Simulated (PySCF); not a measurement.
Cl2HSi, SMILES Cl[SiH]Cl, multiplicity 2. Atoms are numbered in the order given.

```xyz
4

Cl    -0.0242     0.3766    -1.6844
Si     0.1310    -0.7905     0.0000
Cl    -0.0242     0.3766     1.6844
H     -1.0116    -1.7387     0.0000
```
Charge 0, spin multiplicity 2.

Coordinates come from a TPSSh-D3(BJ)/def2-TZVP optimisation. The isomer is the one that the SMILES or the coordinates give; other isomers of the formula were not compared.

Method: B3LYP/pcH-1 (PySCF).

Unrestricted Kohn–Sham, ⟨S²⟩ = 0.752. Hyperfine tensors hold the contact and dipolar terms, without spin-orbit corrections.

Question: Estimate the hyperfine couplings. (The exact figures need the calculation; the answer reports its results.)

Answer: 
```json
[
 {"nucleus": "35Cl no. 1", "A(iso) (MHz)": "20.1", "A(iso) (G)": "7.2", "dipolar principal values (MHz)": "-21.8, -20.6, 42.4"},
 {"nucleus": "29Si no. 2", "A(iso) (MHz)": "-857.4", "A(iso) (G)": "-305.9", "dipolar principal values (MHz)": "-142.7, 70.3, 72.4"},
 {"nucleus": "35Cl no. 3", "A(iso) (MHz)": "20.1", "A(iso) (G)": "7.2", "dipolar principal values (MHz)": "-21.8, -20.6, 42.4"},
 {"nucleus": "1H no. 4", "A(iso) (MHz)": "182.2", "A(iso) (G)": "65.0", "dipolar principal values (MHz)": "-6.2, -0.7, 6.8"}
]
```

Question: And the g tensor (effective nuclear charges for spin-orbit coupling, GIAO)? (The exact figures need the calculation; the answer reports its results.)

Answer: principal values 2.0021, 2.0089, 2.0093; isotropic 2.0068.
